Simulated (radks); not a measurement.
Charge is removed step by step from the 3s1/2 level of the gallium ion Ga+, starting from [Ar] 3d10 4s2. Method: Dirac Kohn-Sham, PBEsol, spin-unpolarised, spherical densities, finite nucleus; Fermi nuclear charge, rms radius 3.9973 fm; computed with a radial shooting solver on a logarithmic mesh with Libxc functionals.

removed (e),E - E(0) (eV),eigenvalue (eV),E minus straight line (eV)
0,0.000,-156.04,0.000
0.125,19.669,-158.67,-1.201
0.25,39.669,-161.34,-2.071
0.375,60.007,-164.07,-2.602
0.5,80.688,-166.84,-2.791
0.625,101.72,-169.66,-2.630
0.75,123.10,-172.51,-2.114
0.875,144.85,-175.41,-1.239
1,166.96,-178.34,0.000

Removing the whole electron costs 166.96 eV by Delta-SCF, against 156.04 eV from minus the eigenvalue at the starting occupation. Slater's transition state (half an electron removed) gives 166.84 eV. Integrating minus the eigenvalue over the occupation (Janak's theorem) gives 166.96 eV. The mean slope of the eigenvalue, de/dn, is 22.3 eV per electron.
